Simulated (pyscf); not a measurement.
Structures and frequencies: ωB97X-D3(BJ)/def2-SVP in PySCF.

What is the homolytic dissociation enthalpy (298 K, ωB97M-D3(BJ)/def2-TZVP) of the Br–C bond of H₃C–C(Br)=CH–Br (SMILES CC(Br)=CBr), to •HC=C(CH₃)–Br + Br•?

Br–C to •HC=C(CH₃)–Br + Br•: 332.7 kJ/mol. The 7 functionals that were run give +326.5 (B3LYP-D3(BJ)) to +347.0 kJ/mol (ωB97X-D3(BJ)). The radicals are drawn with the spin at the cut bond; how far it spreads was not checked. •HC=C(CH₃)–Br lies 94.2 kJ/mol over its isomer •H₂C–CH=CH–Br, and others may lie lower still (electronic energy, ωB97M-D3(BJ)). Left out: the spin-orbit lowering of Br, which is large for Br, Se, Te and I. Elements up to Kr have no core potential and no relativistic terms here.
